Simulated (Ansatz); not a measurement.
Process, species as SMILES: C=[SiH2] (CH2-SiH2) → C=[SiH-] + H+
B3LYP-D3(BJ)/def2-TZVP geometries, fixed; electronic energies without zero-point terms.

Basis-set convergence of the deprotonation energy at B2PLYP with Ansatz (a quantum-chemistry and plane-wave program). Cartesian d functions, on some or all atoms, in 6-31+G*, 6-31G**, 6-311+G**; all else is spherical. Cores are frozen. The proton leaves the site shown, which need not be the most acidic. No added dispersion term, no relativity. Functions are those of the species that has most. Reference: the value in aug-pcseg-3, 363.30 kcal/mol, itself unsure by roughly 0.23 kcal/mol (its mean distance from aug-cc-pV(Q+d)Z, def2-QZVPPD). Deviations are taken from unrounded values. Cost is core time over that of def2-TZVPD, rough, on shared machines of one kind; a dash marks a row that isn't timed (too short, read off another run, short of memory, by another algorithm or on other hardware).

```
basis            functions  deprotonation energy (kcal/mol)  minus reference (kcal/mol)  cost
---------------  ---------  -------------------------------  --------------------------  ----
STO-3G                  18                           482.23                      118.93     -
3-21G                   30                           367.12                        3.82     -
6-31+G*                 50                           361.17                       -2.13  0.4×
6-31G**                 54                           372.59                        9.28  0.4×
cc-pV(D+d)Z             57                           370.75                        7.44  0.4×
def2-SVPD               76                           365.56                        2.26  0.5×
6-311+G**               77                           363.23                       -0.08  0.5×
def2-TZVPD             116                           363.85                        0.55    1×
pcseg-2                120                           366.42                        3.12  0.8×
jun-cc-pV(T+d)Z        143                           362.96                       -0.34    1×
aug-pcseg-2            188                           363.29                       -0.01    2×
cc-pV(Q+d)Z            239                           365.34                        2.04    3×
aug-cc-pV(Q+d)Z        353                           363.25                       -0.06    8×
```
